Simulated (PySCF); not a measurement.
How exact exchange moves a shielding

Molecule: `FC[S@@+]1[BH2-]CC1`, C₃H₈BFS.

Molfile (atoms numbered from 1):
```
C3H8BFS
     RDKit          3D

 14 14  0  0  0  0  0  0  0  0999 V2000
    2.6425    0.9529    0.3209 F   0  0  0  0  0  0  0  0  0  0  0  0
    1.8999   -0.1650    0.5165 C   0  0  0  0  0  0  0  0  0  0  0  0
    0.9382   -0.5778   -0.9606 S   0  0  0  0  0  0  0  0  0  0  0  0
   -0.7914   -1.3807    0.0328 B   0  0  0  0  0  0  0  0  0  0  0  0
   -1.2447    0.1677    0.2109 C   0  0  0  0  0  0  0  0  0  0  0  0
   -0.3421    0.7447   -0.8716 C   0  0  0  0  0  0  0  0  0  0  0  0
    1.2150   -0.0151    1.3648 H   0  0  0  0  0  0  0  0  0  0  0  0
    2.5518   -1.0324    0.7073 H   0  0  0  0  0  0  0  0  0  0  0  0
   -0.3898   -2.0465    0.9694 H   0  0  0  0  0  0  0  0  0  0  0  0
   -1.3138   -1.9966   -0.8768 H   0  0  0  0  0  0  0  0  0  0  0  0
   -2.3107    0.3732    0.0293 H   0  0  0  0  0  0  0  0  0  0  0  0
   -0.9979    0.5912    1.1972 H   0  0  0  0  0  0  0  0  0  0  0  0
    0.1343    1.7252   -0.7155 H   0  0  0  0  0  0  0  0  0  0  0  0
   -0.8060    0.7365   -1.8688 H   0  0  0  0  0  0  0  0  0  0  0  0
  1  2  1  0
  3  2  1  1
  3  4  1  0
  4  5  1  0
  5  6  1  0
  6  3  1  0
  2  7  1  0
  2  8  1  0
  4  9  1  0
  4 10  1  0
  5 11  1  0
  5 12  1  0
  6 13  1  0
  6 14  1  0
M  CHG  2   3   1   4  -1
M  END
```

GIAO shieldings (ppm, equivalent atoms averaged) in PySCF 2.14.0 with density-fitted response routines on the PBE0-D3(BJ)/def2-SVP geometry, basis pcSseg-1, gas phase, non-relativistic:

```csv
functional,exact exchange (%),σ(F1),σ(C2),σ(C6),σ(S3)
BLYP,0,377.6,80.8,135.9,395.6
BP86,0,380.6,86.5,141.3,421.2
PBE,0,380.0,87.0,141.9,424.2
B3LYP,20,392.6,88.3,142.0,426.5
PBE0,25,397.6,95.8,148.9,460.5
mPW1PW91,25,397.5,94.9,147.9,456.5
HF,100,431.5,113.9,161.4,532.3
```

Task: Fit each shielding as a line in the percentage of exact exchange.

Result: σ(F1) = 381.3 + 0.52 x (rms 2.4 ppm); σ(C2) = 85.3 + 0.29 x (rms 2.6 ppm); σ(C6) = 140.3 + 0.22 x (rms 2.5 ppm); σ(S3) = 416.2 + 1.20 x (rms 12.1 ppm). The functionals also differ in their semilocal parts, which the line can't hold; Hartree–Fock has no correlation at all.

Task: What does the line predict for BHandHLYP (50 %), and what does the run give?

Result: σ(F1): 407.3 predicted, 410.1 computed; σ(C2): 99.8 predicted, 98.3 computed; σ(C6): 151.3 predicted, 149.7 computed; σ(S3): 476.2 predicted, 466.7 computed ppm.
